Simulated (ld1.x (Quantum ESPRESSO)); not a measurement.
# An all-electron radial function and its pseudo partner (N)

Columns: radius, all-electron u(r) and pseudo u(r) of the 2s shell (level -67.85 eV) of nitrogen in the configuration [He] 2s2 2p0; PBEsol, scalar-relativistic, ultrasoft scheme, ld1.x (Quantum ESPRESSO) 7.5.

```tsv
r (bohr)	all-electron	pseudo
0.088	0.4434	-0.1755
0.175	0.4004	-0.3427
0.262	0.1699	-0.4981
0.350	-0.1130	-0.6384
0.438	-0.3795	-0.7581
0.525	-0.5996	-0.8538
0.612	-0.7692	-0.9264
0.700	-0.8895	-0.9766
0.788	-0.9631	-1.0047
0.875	-0.9969	-1.0128
0.962	-0.9993	-1.0032
1.050	-0.9772	-0.9774
1.138	-0.9369	-0.9369
1.225	-0.8847	-0.8847
1.312	-0.8248	-0.8248
1.400	-0.7599	-0.7599
1.487	-0.6945	-0.6945
1.575	-0.6291	-0.6291
1.662	-0.5667	-0.5667
1.750	-0.5069	-0.5069
1.838	-0.4512	-0.4512
1.925	-0.4003	-0.4003
2.012	-0.3538	-0.3538
2.100	-0.3112	-0.3112
2.188	-0.2728	-0.2728
2.275	-0.2388	-0.2388
```

Question: How many radial nodes do the two functions have?

Answer: The all-electron 2s function has n − l − 1 = 1; the pseudo-wave has 0, since the states of the same l below it are removed with the core.

Question: At about which radius was the pseudo-wave matched?

Answer: 1.10 bohr, where the columns begin to agree (steps of 0.09 bohr).

Question: Is the pseudo-wave norm-conserving?

Answer: No, it belongs to an ultrasoft set: the norm inside the radius is not constrained, and the difference is carried by the augmentation charge.
